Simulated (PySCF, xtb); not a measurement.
diboron tetrachloride anion (B2Cl4), SMILES ClB(Cl)B(Cl)Cl (connectivity only; charge and spin as stated), charge -1, multiplicity 2. One conformer was computed; it need not be the lowest.

Harmonic wavenumbers (cm⁻¹) from GFN2-xTB run with xtb at its own minimum, in rising order: 60, 79, 167, 215, 234, 244, 346, 390, 601, 615, 638, 1197.

Q: What does PBE0-D3(BJ)/def2-SVPD (PySCF) give at its own minimum? (The exact figures need the calculation; the answer reports its results.)

A: 61, 100, 176, 238, 253, 266, 370, 455, 663, 785, 814, 1244. Paired by order, the mean absolute difference is 53 cm⁻¹ and the zero-point energies are 6.8 and 7.8 kcal/mol.
